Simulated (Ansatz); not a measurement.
Program: Ansatz 0.2.0.

A structure relaxed at PBE0-D4/def2-TZVP, charge 0, multiplicity 1:

```xyz
13

C    -2.188    0.291   -0.416
O    -1.205   -0.581   -0.935
Si   -0.045   -1.272   -0.035
Cl    1.063   -2.394   -1.328
O     0.894   -0.173    0.692
Si    2.100    0.926    0.503
H    -2.919    0.481   -1.203
H    -1.747    1.243   -0.107
H    -2.708   -0.151    0.442
H    -0.611   -2.139    1.013
H     2.513    1.377    1.853
H     3.251    0.308   -0.201
H     1.602    2.086   -0.279
```

(1) Give its formula and SMILES.

(2) Point group (tolerance 0.08 Å, 0.16 Å for H)?

(3) Summarise the bond lengths by kind.

Results:

(1) CH7ClO2Si2, `CO[SiH](Cl)O[SiH3]`.

(2) C1.

(3) 1 × C–O 1.413 Å; 3 × C–H 1.090 to 1.095 Å; 3 × O–Si 1.618 to 1.643 Å; 1 × Cl–Si 2.039 Å; 4 × H–Si 1.474 to 1.485 Å.
